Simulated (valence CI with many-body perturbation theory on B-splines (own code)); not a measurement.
**From CI to CI+MBPT in Pr37+**

Computed by valence CI with perturbative core correlation (CI+MBPT): four valence electrons over a frozen Dirac-Fock core [Ar], a basis of 9 s, 9 p, 10 d, 8 f, 5 g, 3 h, 1 i functions for each j, with the one-electron correlation potential Σ1, the two-electron term Σ2, the three-electron term Σ3, Breit, model QED; selected CI, second order for the rest (own B-spline code, finite nucleus).

No measured spectrum was set against this ion. As an estimate, large intervals hold to a few tenths of a per cent, small ones and those within an open d or f shell to about a per cent. Only levels of the ground parity were solved; by the run's estimate the other parity begins above the list, which can be wrong where configurations are misplaced.

Each rung adds one term. CI alone is the Dirac-Coulomb CI over the frozen core; QED comes last and gives the full result, which names the levels. Energies are above (3d3/2^4) J=0 on the same rung, in eV.

Levels are named by their leading jj configuration (3d3/2^4 stands for four electrons in 3d with j = 3/2), which in mixed levels can hold well under half, so a name can repeat and another be missing. Letters in brackets count levels of one name in rising energy.

```tsv
Level	CI alone
(3d3/2^3 3d5/2) J=1	17.854
(3d3/2^3 3d5/2) J=2	26.740
(3d3/2^3 3d5/2) J=4	27.997
(3d3/2^3 3d5/2) J=3	30.222
(3d3/2^2 3d5/2^2) J=0 [a]	43.111
(3d3/2^2 3d5/2^2) J=4 [a]	45.391
(3d3/2^2 3d5/2^2) J=2 [a]	46.129
(3d3/2^2 3d5/2^2) J=3 [a]	47.277
(3d3/2^2 3d5/2^2) J=5	50.820
(3d3/2^2 3d5/2^2) J=1	52.550
(3d3/2^2 3d5/2^2) J=6	53.421
(3d3/2^2 3d5/2^2) J=4 [b]	56.863
(3d3/2^2 3d5/2^2) J=3 [b]	57.545
(3d3/2^2 3d5/2^2) J=2 [b]	57.813
(3d3/2^2 3d5/2^2) J=2 [c]	66.159
(3d3/2 3d5/2^3) J=4 [a]	67.396
```

**Question.** What do these energies become with core correlation, Breit and QED?

**Answer.** (3d3/2^3 3d5/2) J=1 17.811 (-0.0437); (3d3/2^3 3d5/2) J=2 26.248 (-0.4916); (3d3/2^3 3d5/2) J=4 27.077 (-0.9202); (3d3/2^3 3d5/2) J=3 29.505 (-0.7164); (3d3/2^2 3d5/2^2) J=0 [a] 42.611 (-0.5000); (3d3/2^2 3d5/2^2) J=4 [a] 44.549 (-0.8418); (3d3/2^2 3d5/2^2) J=2 [a] 45.505 (-0.6244); (3d3/2^2 3d5/2^2) J=3 [a] 46.500 (-0.7770); (3d3/2^2 3d5/2^2) J=5 49.620 (-1.2004); (3d3/2^2 3d5/2^2) J=1 51.631 (-0.9193); (3d3/2^2 3d5/2^2) J=6 51.850 (-1.5715); (3d3/2^2 3d5/2^2) J=4 [b] 55.248 (-1.6151); (3d3/2^2 3d5/2^2) J=3 [b] 56.018 (-1.5272); (3d3/2^2 3d5/2^2) J=2 [b] 56.354 (-1.4594); (3d3/2^2 3d5/2^2) J=2 [c] 65.005 (-1.1542); (3d3/2 3d5/2^3) J=4 [a] 66.097 (-1.2989).

**Question.** How does the ionisation energy move along the ladder, and which term matters most?

**Answer.** CI alone 2619.3, + Σ1 2621.8, + Σ2 2630.0, + Σ3 2630.1, + Breit 2628.2, + QED 2628.4 eV. The largest step is Σ2, 8.2 eV. NIST lists 2628 ± 4 eV (theoretical).
